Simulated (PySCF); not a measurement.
Isomers of C5H8FN, one GFN2-xTB conformer each. Single-point energies are computed at PBE0/pcSseg-1 (PySCF, gas phase, no added dispersion term), electronic only.

```
        SMILES  GFN2-xTB relative energy (kcal/mol)
   C=NC(=C)CCF                                  9.0
CCC[C@H](F)C#N                                  0.0
```

Conformers: `[CH2:1]=[N:2][C:3](=[CH2:4])[CH2:5][CH2:6][F:7]` with C1–N2–C3–C4 -51°, N2–C3–C5–C6 63°, C3–C5–C6–F7 -178°; `[CH3:1][CH2:2][CH2:3][C@H:4]([F:5])[C:6]#[N:7]` with C1–C2–C3–C4 178°, C2–C3–C4–F5 -174°.

Question: What does PBE0/pcSseg-1 give for the same structures?

Answer: 
```tsv
SMILES	PBE0/pcSseg-1 E (Eh)	PBE0/pcSseg-1 (kcal/mol)	GFN2-xTB (kcal/mol)	point group
CCC[C@H](F)C#N	-349.48464	0.0	0.0	C1
C=NC(=C)CCF	-349.45276	20.0	9.0	C1
```

Both levels put the same isomer lowest. As drawn, the lower has a C≡N group, which the higher lacks; the higher has a C=N bond and a C=C bond outside aromatic rings, which the lower lacks.

Question: Which frontier levels, dipoles and rotational constants go with these structures?

Answer: 
| SMILES | HOMO (eV, PBE0/pcSseg-1) | LUMO (eV) | dipole (D) | A, B, C (MHz) |
| --- | --- | --- | --- | --- |
| CCC[C@H](F)C#N | -9.57 | -0.12 | 3.76 | 4001, 1577, 1203 |
| C=NC(=C)CCF | -6.94 | -1.13 | 2.85 | 5412, 1403, 1191 |
